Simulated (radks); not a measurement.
The numbers below are computed, except where a source is named.
Q: Neutral krypton, [Kr]. Code: a radial shooting solver on a logarithmic mesh with Libxc functionals. Model: non-relativistic Kohn-Sham, LDA (Slater exchange, Perdew-Wang correlation), spin-polarised, spherical densities, point nucleus. Every spin shell is full or empty, so the densities are truly spherical. Functionals are evaluated on that one density, not self-consistently. Rank these exchange functionals by their error against the exact value of the orbitals, and give that value: LDA, PBEsol, revPBE, RPBE, AM05, B86b, EV93, TPSS, revTPSS, SCAN, r2SCAN, MS2, TASK, MVS.

A: Exact: -93.6838 hartree. From best to worst, with 100 (|E| - |E exact|)/|E exact| (equal figures are ties): r2SCAN 0.00, EV93 -0.01, MVS +0.06, TPSS -0.08, B86b +0.09, RPBE -0.14, revPBE -0.21, SCAN +0.27, MS2 -0.41, revTPSS -0.79, TASK -2.40, PBEsol -2.50, AM05 -5.06, LDA -5.50.
